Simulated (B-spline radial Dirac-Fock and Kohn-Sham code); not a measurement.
Isotope-shift constants of the inner levels of As

System: atomic arsenic in the configuration [Ar] 3d10 4s2 4p3.

These are calculated numbers from a B-spline atomic structure program; the model is first-order field-shift and mass-shift constants from Dirac-Fock ground and hole states with a Fermi nucleus; the mass shift has no relativistic recoil terms. A binding energy shifts by δE = F·δ⟨r²⟩ + (K_N + K_S)·δ(1/M); F is taken for a change of radius at fixed skin thickness and so holds the higher radial moments.

```tsv
level	F (meV/fm²)	K_N (meV u)	K_S (meV u)
K (1s)	-10.11	-6528	2660
L1 (2s)	-1.018	-848.4	-217.1
L2 (2p1/2)	0.07848	-751.7	864.5
L3 (2p3/2)	0.08491	-731.7	814.3
M1 (3s)	-0.1545	-119.2	-82.65
M2 (3p1/2)	0.01571	-86.10	91.87
M3 (3p3/2)	0.01677	-83.41	80.06
M4 (3d3/2)	0.01228	-27.02	60.68
M5 (3d5/2)	0.01216	-26.63	59.74
```
